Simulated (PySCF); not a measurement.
PbCl3 at several levels of theory

All levels use the PBE0 minimum (doublet; Pb–Cl 2.484 Å (×3); Cl–Pb–Cl 109.8° (×3)), basis [Pb def2-SVP with ECP60, Cl def2-SVP], scalar-relativistic core potentials, density fitting, no spin–orbit coupling, PySCF. For vertical energies the ionised species is a singlet (spins chosen at PBE0 and kept) and the electron-attached one a singlet. Atomisation goes to high-spin ground-configuration atoms, without zero-point energy. Open shells are unrestricted, also as the reference of the correlated levels. A dash marks a value that was not computed or is not defined at that level.

| level | atomisation (kJ/mol) | vertical IP (eV) | vertical EA (eV) | −ε(HOMO) (eV) | dipole (D) |
| --- | --- | --- | --- | --- | --- |
| PBE0 | 851 | 10.18 | 3.93 | 8.15 | 2.52 |
| HF | 497 | 10.11 | 3.43 | 10.79 | 3.02 |
| MP2 | – | ? | ? | – | – |
| PBE | ? | ? | ? | ? | ? |
| B3LYP | 829 | 10.04 | 3.83 | 7.83 | 2.37 |
| r2SCAN | – | 10.14 | 3.88 | 7.40 | 2.44 |
| TPSSh | 876 | 10.05 | 3.84 | 7.57 | 2.47 |
| LDA | 1062 | 9.93 | 3.81 | 7.05 | 2.04 |
| M06-L | – | 10.06 | 3.89 | 7.21 | 2.72 |

Problem. Fill in the row of PBE.

Solution. atomisation (kJ/mol) 912, vertical IP (eV) 9.79, vertical EA (eV) 3.63, −ε(HOMO) (eV) 6.95, dipole (D) 2.20.

Problem. Fill in the row of MP2.

Solution. vertical IP (eV) 9.60, vertical EA (eV) 3.62.

Without diffuse functions attachment energies tend to come out too low.

No spin–orbit coupling is included, which matters more the heavier the element.
